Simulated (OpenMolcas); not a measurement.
**Ta3+: ligand-field states by method**

Ta3+ with 6 ligands (fluoride) in octahedral coordination (Oh) at 2.03 Å. A charge of +0.5 e stands 2.4 Å behind each ligand. Ligand basis ANO-RCC-VDZP.

```json
{"Program": "OpenMolcas", "Basis": "ANO-RCC-VDZP [7s6p4d2f1g]", "Scalar Hamiltonian": "DKH2, point nucleus", "Active space": "2 electrons in 5 orbitals (5d)", "State averaging": "2S+1 = 3 even, 10 roots; 2S+1 = 1 even, 15 roots", "Spin-orbit coupling": "state interaction with AMFI integrals over the reference wave functions"}
```

I. CASSCF
II. SS-CASPT2, IPEA 0.25 Eh, imaginary shift 0.1 Eh (the lowest 17 gerade and 18 ungerade orbitals frozen, chosen by energy and not by shell, so the metal 5p can be frozen and 4f correlated)
III. SS-CASPT2, IPEA 0.25 Eh, real shift 0.3 Eh (the lowest 17 gerade and 18 ungerade orbitals frozen, chosen by energy and not by shell, so the metal 5p can be frozen and 4f correlated)

Spin-free states (labels of O, the rotations of Oh) in cm-1, each column counted from its own energy of the first state listed:

```
State  Degeneracy      I     II    III
  3T1           3      0      0      0
   1E           2   9279   8700   8730
  1T2           3   9497   8620   8720
  1A1           1  21695  19350  19450
  3T2           3  29142  27610  27650
  3T1           3  37014  34230  34290
  1T2           3  39418  36560  36600
  1T1           3  41281  38840  38910
  3A2           1  59966  56880  56950
   1E           2  69537  64940  65090
  1A1           1  80138  73590  73780
```

From I to II, I's first state of the same spin (3T2) moves from 29142 to 27610 cm-1, by about -1500 cm-1.

From I to II, I's first state of another spin (1E) moves from 9279 to 8700 cm-1, by about -580 cm-1. In II another state of that kind comes below it.

I: A least-squares ligand-field fit to the states below 45000 cm-1, each weighted by its degeneracy and with a free common offset, gives 10Dq = 30300 cm-1, B = 625 cm-1 and C = 2591 cm-1 (C/B = 4.14), with an rms deviation of 201 cm-1. The same method and metal basis give the free ion B = 691 cm-1 (fit to its terms below 60000 cm-1, rms deviation 26 cm-1), so the nephelauxetic ratio is β = 625 / 691 = 0.90; it hangs on how both fits weigh the states, and computed free-ion B values tend to be too large, so β mixes covalency with correlation.

II: A least-squares ligand-field fit to the states below 45000 cm-1, each weighted by its degeneracy and with a free common offset, gives 10Dq = 28569 cm-1, B = 537 cm-1 and C = 2443 cm-1 (C/B = 4.55), with an rms deviation of 140 cm-1. 

III: A least-squares ligand-field fit to the states below 45000 cm-1, each weighted by its degeneracy and with a free common offset, gives 10Dq = 28570 cm-1, B = 540 cm-1 and C = 2453 cm-1 (C/B = 4.54), with an rms deviation of 156 cm-1. 

From I to II, 10Dq changes by -6 %, B by -14 % and C by -6 %.

χT at 300 K: I 0.16, II 0.15, III 0.15 cm3 K/mol.

The states above are spin-free; spin-orbit coupling is strong here and shifts and splits them by thousands of cm-1.

Roots that are degenerate in the reference are averaged as groups; the widest CASPT2 spread within a group is 170 cm-1 (the 3-fold group of multiplicity 1 near 36600 cm-1 above the lowest state of its run, II). Shifts and gaps below about the spread of the groups concerned are not significant. Over all roots computed the reference weight is 0.73 to 0.74 in II; a low but even weight reflects the number of correlated electrons. An orbital triplet at a regular site is open to Jahn-Teller coupling, which can distort the site and quench the lowest spin-orbit gaps and is left out. The least metal-like active orbital is 79 % on the metal (Löwdin) and no ligand orbital is active, so the numbers are rough. Ligand-to-metal charge-transfer states are missing. With no ligand orbital active B as a rule stays too high, so bands that hang on it stand too high and its fall with covalency is understated. Without dynamic correlation the repulsion within the d shell is too large (B by tens of per cent), so at a given field states of lower spin stand too high (holds for I). With metal d orbitals alone the field can be off either way by tens of per cent (holds for I). With one d shell and no ligand orbital active, 10Dq can be off by a tenth or more (holds for II; III). No measured value stands beside these numbers; the geometry is a model, was not optimised and need not be the one that this ion takes.
